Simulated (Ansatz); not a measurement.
Total energies of Cl₂GeHO (`[OH][Ge]([Cl])[Cl]`) radical.

Z-matrix (Å, degrees):
```
Ge
O 1 1.769
Cl 1 2.147 2 105.2
Cl 1 2.167 2 108.1 3 118.1
H 2 0.963 1 112.0 3 -155.0
```

Total charge 0; spin multiplicity 2. Correlated methods include outer-core shells of Ge, which these sets cover unevenly. Scalar relativity is left out up to krypton. The structure was optimised at the PBE0-D4/def2-TZVP level. It is one conformer, not always the lowest. Basis def2-TZVPP, Ansatz.

RPA on PBE orbitals: Hartree–Fock energy of these orbitals -3069.89577 Eh, correlation -1.32487 Eh (frozen core).

```tsv
functional	kind	energy without D4 (Eh)	D4 term (kJ/mol)
LDA (SPW92)	LDA	-3066.71524	–
PBE	GGA	-3072.61364	-14.3
revPBE	GGA	-3073.02533	-35.8
BLYP	GGA	-3073.42203	-30.8
r2SCAN	meta-GGA	-3073.27658	-3.1
B97M-V	meta-GGA with VV10	-3072.72636	–
PBE0	global hybrid, 25 % exact exchange	-3072.73496	-12.2
B3LYP	global hybrid, 20 %	-3073.45038	-23.6
r2SCANh	meta-GGA hybrid, 10 %	-3073.25991	-3.5
r2SCAN0	meta-GGA hybrid, 25 %	-3073.23649	-3.9
HSE06 (plane-wave form)	screened hybrid	-3072.71757	-11.6
BHLYP	global hybrid, 50 %	-3073.31890	-20.9
CAM-B3LYP	range-separated hybrid	-3073.50099	-12.7
LC-ωPBE	long-range corrected hybrid	-3072.80211	–
ωB97X-V	range-separated hybrid GGA with VV10	-3073.01935	–
ωB97M-V	range-separated hybrid meta-GGA with VV10	-3073.19842	–
B2PLYP	double hybrid	-3072.70398	–
PBE-QIDH	double hybrid	-3072.22898	–
```

B3LYP takes the VWN-RPA correlation (the form of Gaussian; ORCA's B3LYP/G). HSE06 is the plane-wave form, built on full-range PBE exchange. The double hybrids freeze the cores in their second-order part.

LC-ωPBE has ω = 0.4 bohr⁻¹.
